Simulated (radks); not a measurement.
Results of a calculation; reference values are marked as such.
Q: Species: Fe III. Configuration: [Ne] 3s1.5 3p6 3d6 4s0.5 (fractional occupations, a model configuration). Level of theory: non-relativistic Kohn-Sham, PBE, spin-unpolarised, spherical densities, point nucleus (a radial shooting solver on a logarithmic mesh with Libxc functionals). Some entries of the table are withheld. Estimate them.

| orbital | occ. | eigenvalue (eV) | <r> (bohr) | <1/r> (bohr^-1) |
|---|---|---|---|---|
| 1s | 2 | -6957.961 | (1) | 25.52 |
| 2s | 2 | -829.5572 | 0.2700 | 5.466 |
| 2p | 6 | -719.1861 | 0.2366 | 5.418 |
| 3s | 1.5 | -114.4567 | 0.8160 | 1.729 |
| 3p | 6 | (2) | 0.8543 | 1.607 |
| 3d | 6 | -29.4580 | 1.031 | 1.278 |
| 4s | 0.5 | -21.1332 | (3) | 0.5286 |
| 4p | 0 | -15.1924 | 2.926 | 0.4417 |

A: 
(1) 1s <r> (bohr): 0.05914
(2) 3p eigenvalue (eV): -82.0455
(3) 4s <r> (bohr): 2.473
